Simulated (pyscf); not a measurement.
**`[OH][Ti]([OH])([OH])[Cl]`, singlet**

Gas-phase minimum from PySCF at ωB97X-D3(BJ)/def2-SVP, one conformer. 

SMILES: [OH][Ti]([Cl])([OH])[OH]
```xyz
8

O      1.6488     0.0195    -0.0168
Ti    -0.0048     0.4571     0.4181
O     -0.0555     2.1466     0.9262
O     -1.0591     0.2341    -0.9792
Cl    -0.6993    -0.8382     2.0842
H      2.5026     0.4393     0.1321
H     -0.6556     2.8730     0.7263
H     -0.9583    -0.2371    -1.8131
```
Charge 0, spin multiplicity 1.

Bonded distances (Å): O1–Ti2 1.765, O1–H6 0.963, Ti2–O3 1.765, Ti2–O4 1.765, Ti2–Cl5 2.222, O3–H7 0.963, O4–H8 0.963. Bond angles (°): Ti2–O1–H6 133.2, O1–Ti2–O3 109.6, O1–Ti2–O4 109.5, O1–Ti2–Cl5 109.5, O3–Ti2–O4 109.4, O3–Ti2–Cl5 109.5, O4–Ti2–Cl5 109.5, Ti2–O3–H7 132.8, Ti2–O4–H8 133.2.

Properties at ωB97X-D3(BJ)/def2-SVP:

```json
{
  "harmonic_wavenumbers_unscaled": "156, 156, 164, 200, 201, 260, 260, 305, 425, 438, 440, 480, 797, 837, 837, 3937, 3938, 3945 cm⁻¹",
  "zero_point_energy": "25.4 kcal/mol",
  "rotational_symmetry_number": "3",
  "Entropy of this conformer at 298 K and 1 atm, rigid rotor and harmonic oscillator, modes under 100 cm⁻¹ raised to 100": "361.8 J/(mol K)",
  "dipole_moment": "3.92 D"
}
```

Single-point totals, which compare only within one level:

```
level                   total energy (hartree)
----------------------  ----------------------
ωB97X-D3(BJ)/def2-TZVP             -1537.51467
PBE/def2-TZVP                      -1536.87574
r²SCAN/def2-TZVP                   -1537.35052
B3LYP-D3(BJ)/def2-TZVP             -1537.55023
PBE0-D3(BJ)/def2-TZVP              -1536.91158
M06-2X/def2-TZVP                   -1537.34786
ωB97M-D3(BJ)/def2-TZVP             -1537.62265
```

Soft torsions are taken as harmonic, which can shift the entropy by several J/(mol K).
